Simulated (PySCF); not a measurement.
Gas-phase reaction: 2 AsH2 + H2O ⇌ 2 AsH3 + O

Computed with PySCF and rigid-rotor harmonic-oscillator thermochemistry at 1 bar. † marks an energy on the PBE0/def2-TZVP geometry and frequencies; other levels use their own. MP2 and CCSD(T) freeze the core. Open shells (unrestricted): AsH2 (multiplicity 2), O (multiplicity 3); the rest are closed-shell singlets. Spin-orbit splitting is ignored; it lowers the true energy and changes the entropy of O. As: all electrons, no relativistic terms. AsH2: computed as isolated molecules; such fragments, hydroxides, amides, oligomers or adducts are transient or little studied in the gas. MP2 isn't extrapolated to the basis-set limit. CCSD(T) isn't extrapolated to the basis-set limit.

```tsv
level	ΔH°(298 K), kJ
CCSD(T)/def2-SVP†	?
MP2/def2-TZVPP†	311
PBE/def2-TZVP†	309
PBE0/def2-TZVP	285
r2SCAN/def2-TZVP†	291
ωB97M-V/def2-TZVP†	?
ωB97X-V/def2-TZVP†	?
```

Q: Some entries are withheld; supply them.

A: 
- CCSD(T)/def2-SVP†, ΔH°(298 K), kJ: 248
- ωB97M-V/def2-TZVP†, ΔH°(298 K), kJ: 289
- ωB97X-V/def2-TZVP†, ΔH°(298 K), kJ: 275
